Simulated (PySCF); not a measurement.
Charge-transfer reorganisation: `Brc1ncncn1`, C$_{3}$H$_{2}$BrN$_{3}$

Molfile (atoms numbered from 1):
```
C3H2BrN3
     RDKit          3D

  9  9  0  0  0  0  0  0  0  0999 V2000
    4.1425    0.5427   -0.0260 Br  0  0  0  0  0  0  0  0  0  0  0  0
    2.2422    0.6360   -0.0349 C   0  0  0  0  0  0  0  0  0  0  0  0
    1.5868   -0.5258   -0.0679 N   0  0  0  0  0  0  0  0  0  0  0  0
    0.2502   -0.3924   -0.0707 C   0  0  0  0  0  0  0  0  0  0  0  0
   -0.4241    0.7673   -0.0444 N   0  0  0  0  0  0  0  0  0  0  0  0
    0.3604    1.8552   -0.0140 C   0  0  0  0  0  0  0  0  0  0  0  0
    1.7038    1.8564   -0.0075 N   0  0  0  0  0  0  0  0  0  0  0  0
   -0.3420   -1.3257   -0.0970 H   0  0  0  0  0  0  0  0  0  0  0  0
   -0.1377    2.8421    0.0078 H   0  0  0  0  0  0  0  0  0  0  0  0
  1  2  1  0
  2  3  2  0
  3  4  1  0
  4  5  2  0
  5  6  1  0
  6  7  2  0
  7  2  1  0
  4  8  1  0
  6  9  1  0
M  END
```

Level of theory: PySCF 2.14.0, UKS PBE/def2-SVP four-point reorganisation energy, gas phase. Geometry: PBE/def2-SVP.

The calculation is non-relativistic, which matters for the atoms heavier than Zn.

What is the inner reorganisation energy for electron transfer, with the electron affinity?

λ = 0.343 (surface of the reduced species) + 0.389 (surface of the starting species) = 0.732 eV. The electron affinity is -0.09 eV vertical and 0.25 eV adiabatic without zero-point energy; at the relaxed geometry of the reduced species the two energies differ by 0.64 eV. Largest bond changes: Br1–C2 1.903 → 2.042 Å, N3–C4 1.343 → 1.422 Å, C6–N7 1.343 → 1.421 Å, C2–N3 1.334 → 1.309 Å, N7–C2 1.334 → 1.309 Å. ⟨S²⟩ of the relaxed reduced species 0.756.

The highest occupied orbital of the reduced species is unbound in this basis, so its energies are rough.
